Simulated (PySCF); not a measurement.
A first-order proton ENDOR spectrum was simulated from computed couplings for a radical in fast tumbling at B = 332.8 mT (X band).

Class means under 0.5 MHz are left out. Line positions in MHz: 4.54, 4.93, 10.79, 17.55, 32.88, 33.27.

**Question.** What is the proton Larmor frequency at this field?

**Answer.** νH = 5.58569 × 7.62259 MHz/T × 0.3328 T = 14.17 MHz.

**Question.** Which couplings do the lines give?

**Answer.** For S = 1/2 in fast tumbling each set of equivalent nuclei gives two lines, ν± = |νn ± a/2| to first order, with νn = g_N μN B/h and μN/h = 7.62259 MHz/T. A pair with |a| < 2νn is centred on νn and split by |a|; one with |a| > 2νn is centred on |a|/2 and split by 2νn.

| lower line | upper line | centred on | \|a\| (MHz) |
| --- | --- | --- | --- |
| 4.93 | 33.27 | \|a\|/2 | 38.21 |
| 4.54 | 32.88 | \|a\|/2 | 37.42 |
| 10.79 | 17.55 | νn | 6.75 |

Compound: C₅H₃ClFO (doublet state).
Z-matrix (Å and degrees, GFN2-xTB geometry), rows numbered from 1:
```
C 
C   1  1.3592
O   2  1.3760  1  122.18
C   3  1.3494  2  107.68  1  -179.99
Cl  4  1.6874  3  117.68  2   179.98
C   4  1.3759  3  112.15  2    -0.00
C   6  1.3937  4  104.78  3     0.01
F   7  1.3331  2  124.63  1     0.01
H   1  1.0722  2  119.76  3  -179.98
H   1  1.0721  2  120.79  3     0.01
H   6  1.0695  4  127.19  3  -180.00
```

As a line formula: `C=C1OC(Cl)=C[C]1F` [radical].

**Question.** This is the radical. Which protons give which coupling, and how does each split the EPR lines?

**Answer.** 38.2 MHz (computed sign −): H10, α, 1 bond from C1, a 1:1 doublet of 1.362 mT; 37.4 MHz (computed sign −): H9, α, 1 bond from C1, a 1:1 doublet of 1.334 mT; 6.8 MHz (computed sign +): H11, 4 bonds from C1, on C6 of spin population -0.14, a 1:1 doublet of 0.241 mT. To first order the positions of ENDOR lines don't depend on how many nuclei share a coupling.

Level of theory: PySCF 2.14.0, UKS B3LYP, pcH-1 on C Cl F H O, non-relativistic, mean-field spin-orbit, GIAO. Geometry: GFN2-xTB; no solvent, vibrations or thermal averaging. The geometry wasn't refined by DFT: couplings that depend on bond lengths, twists or pyramidal angles can differ widely from those at the functional's own minimum. No stability test was run, so a lower SCF solution isn't excluded. ⟨S²⟩ is 0.778 where a pure state has 0.75.

The run took 60 s wall (grids of density and orbitals included) on one thread, Arm Neoverse V1 (aarch64), no GPU, shared host with 32 logical CPUs at a one-minute load of 24, and the process peaked at 0.92 GiB of memory.

The SMILES draws the unpaired electron on C7; the largest computed Mulliken spin population is on C1 (0.63 against 0.36).
